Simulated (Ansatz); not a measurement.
A run for Ansatz (a program for electronic structure): R-PBE/def2-TZVPP on CH4Si (SMILES C[SiH]), a point of a torsion scan.

Ansatz 0.2 input:
```yaml
crystal:
  periodic: [false, false, false]
  atoms:
    - {symbol: C, position_ang: [-0.54050330, 0.04039017, -0.00486921]}
    - {symbol: Si, position_ang: [1.23755174, 0.75484824, -0.02993821]}
    - {symbol: H, position_ang: [-0.66994903, -0.66909436, -0.82276401]}
    - {symbol: H, position_ang: [-1.30891808, 0.80728492, -0.10885248]}
    - {symbol: H, position_ang: [-0.74453760, -0.50243067, 0.91693909]}
    - {symbol: H, position_ang: [1.04137539, 1.77349506, -1.10993909]}
basis:
  gaussian:
    orbitals: def2-TZVPP
hamiltonian:
  xc: {name: PBE}
scf: {lower_state_search: off}
```

The head of its log:

```
WARN ansatz: RAYON_NUM_THREADS=1 ignored (pool sized by the plan → 1); use --threads N
Functional definition: PBE
these checks for a lower state are left out or cut short: stability, starts, cluster_reference, orbital_swaps, neighbouring_geometries, increment
integrals: 0.03 GiB planned
704 factors; their error is unknown
mean field: 0.32 GiB planned
mean field evaluation 1: about -8963.5841 eV, gradient 6.3e1 eV
mean field evaluation 2: about -8940.2296 eV, gradient 9.8e1 eV
```

**Question.** What total energy does the run end on?

**Answer.** -329.7460 hartree.
